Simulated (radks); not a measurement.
Results of a calculation; reference values are marked as such.
All-electron atom: Sn V in [Ar] 3d10 4s2 4p5.5 4d10 5d0.5 (fractional occupations, a model configuration). Level of theory: scalar-relativistic Kohn-Sham, LDA (Slater exchange, Perdew-Wang correlation), spin-polarised, spherical densities, finite nucleus; open shells are filled with parallel spins first (spin-orbit coupling, left out, can overturn this in heavy ions); Fermi nuclear charge, rms radius 4.6519 fm (a radial shooting solver on a logarithmic mesh with Libxc functionals).

Radial electron density D(r) = 4 pi r^2 rho(r):

```
   r/bohr * D(r) (the largest magnitude, 82.5, reaches the edge; | marks zero)
  0.00156 | *
 0.002081 |   *
 0.002775 |     *
 0.003731 |        *
 0.004976 |             *
  0.00669 |                   *
 0.008923 |                           *
    0.012 |                                   *
    0.016 |                                        *
  0.02134 |                                          *
  0.02869 |                                       *
  0.03827 |                                    *
  0.05145 |                                       *
  0.06862 |                                                 *
  0.09153 |                                                      *
   0.1231 |                                              *
   0.1641 |                                     *
   0.2207 |                                         *
   0.2943 |                                           *
   0.3925 |                          *
   0.5278 |             *
   0.7039 |              *
   0.9464 |             *
    1.262 |      *
    1.697 | *
    2.263 *
    3.019 *
    4.059 *
    5.413 *
    7.278 *
```

D(r) has 4 maxima, at r = 0.0203, 0.0901, 0.263, 0.781 bohr, and minima at 0.0398, 0.174, 0.572 bohr, inside which lie 1.99, 11.22, 29.00 electrons.
